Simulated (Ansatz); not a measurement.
Z-matrix (Å, degrees):
```
C
Ge 1 1.946
H 1 1.090 2 110.2
H 1 1.090 2 110.2 3 -120.0
H 1 1.093 2 109.9 3 120.0
C 2 1.946 1 112.5 3 175.8
C 2 1.946 1 112.5 3 -55.8
Br 2 2.339 1 106.2 3 60.0
H 6 1.090 2 110.2 1 -175.9
H 6 1.090 2 110.2 1 -55.8
H 6 1.093 2 109.9 1 64.1
H 7 1.093 2 109.9 1 -64.4
H 7 1.090 2 110.2 1 175.7
H 7 1.090 2 110.2 1 55.6
```

The species carries charge 0 and has multiplicity 1.

**Question.** List the r2SCAN/def2-TZVPP orbital energies in eV (Ansatz 0.2.0). (Best estimate.)

**Answer.** Ansatz gave: Occupied: -13121.19, -10834.45, -1694.42, -1525.17, -1525.12, -1525.12, -1349.50, -1199.58, -1199.53, -1199.53, -272.99, -272.99, -272.99, -234.06, -174.29, -174.09, -174.09, -167.71, -117.51, -117.34, -117.34, -68.12, -68.07, -68.07, -67.92, -67.92, -30.77, -30.70, -30.70, -30.59, -30.59, -19.61, -18.56, -17.98, -17.98, -12.50, -10.86, -10.65, -10.65, -10.31, -10.31, -10.07, -8.22, -8.04, -8.04, -6.79, -6.79. Lowest empty: -0.16, 0.77, 1.64, 1.65, 1.96, 2.56, 2.75, 2.75.
